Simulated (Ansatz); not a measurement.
C2H8AlClSi (`C[CH2][Al]([SiH3])[Cl]`), relaxed with RKS PBE-D4/def2-SVP in the Gaussian-basis code of Ansatz from a rough embedded geometry. The force threshold is 0.03 eV/Å; the program also tests the step.

Charge 0, multiplicity 1.

Start:

```xyz
13

C     0.897   -1.475   -0.700
C    -0.553   -1.192   -0.624
Al   -0.855    0.770   -0.372
Si    0.001    1.853    1.517
Cl   -2.112    1.910   -1.806
H     1.072   -2.593   -0.918
H     1.443   -1.191    0.175
H     1.313   -0.961   -1.633
H    -0.973   -1.790    0.258
H    -1.085   -1.538   -1.531
H     0.980    2.909    1.040
H     0.828    0.867    2.303
H    -0.956    2.431    2.289
```

**Question.** By how much does the energy fall, and how many steps does the optimiser take? (An estimate is asked.)

**Answer.** Ansatz gave: 0.60 eV, in 18 steps, 2 of them rejected.

**Question.** Which bonds change most? (Best estimate.)

**Answer.** Computed: Si4–H13 from 1.358 to 1.508 Å; Al3–Si4 from 2.340 to 2.458 Å; Al3–Cl5 from 2.221 to 2.136 Å; C1–C2 from 1.480 to 1.539 Å.

**Question.** Give the relaxed structure. (Best estimate.)

**Answer.** Computed: 
```xyz
13

C     0.908   -1.593   -0.589
C    -0.536   -1.155   -0.892
Al   -1.008    0.662   -0.301
Si    0.162    1.947    1.437
Cl   -2.679    1.621   -1.223
H     1.093   -2.650   -0.876
H     1.155   -1.503    0.491
H     1.651   -0.975   -1.138
H    -1.263   -1.838   -0.388
H    -0.771   -1.247   -1.976
H     1.026    3.019    0.815
H     1.067    1.075    2.273
H    -0.805    2.635    2.368
```
